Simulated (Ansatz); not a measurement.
Total energies of Be8O8, a nanocrystal cut from wurtzite BeO (bare) from Ansatz at revPBE-D4/def2-TZVP, gas phase (1 Eh = 27.2114 eV = 2625.5 kJ/mol). The reference geometry is relaxed at PBE-D4/def2-SVP.

```tsv
atom	x (Å)	y (Å)	z (Å)
O1	-1.5884	0.0984	-3.1071
Be2	-0.2040	0.0097	-3.4932
Be3	-1.6264	0.1020	-1.6151
O4	-0.0436	0.0032	-0.7466
O5	-1.2848	0.0796	1.7742
Be6	0.0426	-0.0019	0.7286
Be7	-0.9179	0.0564	3.2043
O8	0.2383	-0.0148	4.0852
O9	1.2160	-0.0800	-3.2712
Be10	1.4274	-0.0903	-1.7938
O11	1.4825	-0.0901	1.6122
Be12	1.2843	-0.0784	3.0754
O13	-2.8245	0.1777	-0.6122
Be14	-2.3347	0.1457	0.6871
O15	2.7342	-0.1697	-0.9377
Be16	2.3990	-0.1474	0.4100
```

| state | geometry | energy (Eh) |
| --- | --- | --- |
| charge 0 singlet | reference | -720.81748 |
| charge 1 doublet | reference | -720.52405 |
| charge -1 doublet | reference | -720.89264 |
| free O atom (triplet) | – | -75.07119 |
| free Be atom (singlet) | – | -14.66267 |

**Question.** Work out the vertical ionisation energy to the doublet.

**Answer.** E(charge 1 doublet) − E(charge 0 singlet) = -720.52405 − (-720.81748) = 0.29343 Eh = 7.98 eV. For comparison, −ε of the highest occupied level is 5.02 eV at this level, 2.96 eV less.

**Question.** Work out the vertical electron affinity, to the doublet.

**Answer.** E(charge 0 singlet) − E(charge -1 doublet) = -720.81748 − (-720.89264) = 0.07516 Eh = 2.05 eV. The basis lacks diffuse functions, which makes affinities too small.

**Question.** Give the fundamental gap IE − EA, the Mulliken electronegativity (IE + EA)/2 and the hardness (IE − EA)/2.

**Answer.** From the values in Eh: IE − EA = 0.29343 − 0.07516 = 0.21827 Eh = 5.94 eV; (IE + EA)/2 = 5.01 eV; (IE − EA)/2 = 2.97 eV. The HOMO–LUMO gap of the same run is 1.29 eV, 4.65 eV smaller than the fundamental gap.

**Question.** What is the binding energy per atom against free atoms?

**Answer.** Atoms: 8 × (-75.07119) + 8 × (-14.66267) = -717.87088 Eh. Binding: -717.87088 − (-720.81748) = 2.94660 Eh = 80.18 eV, or 5.01 eV for each of 16 atoms (no zero-point energy, no counterpoise term).
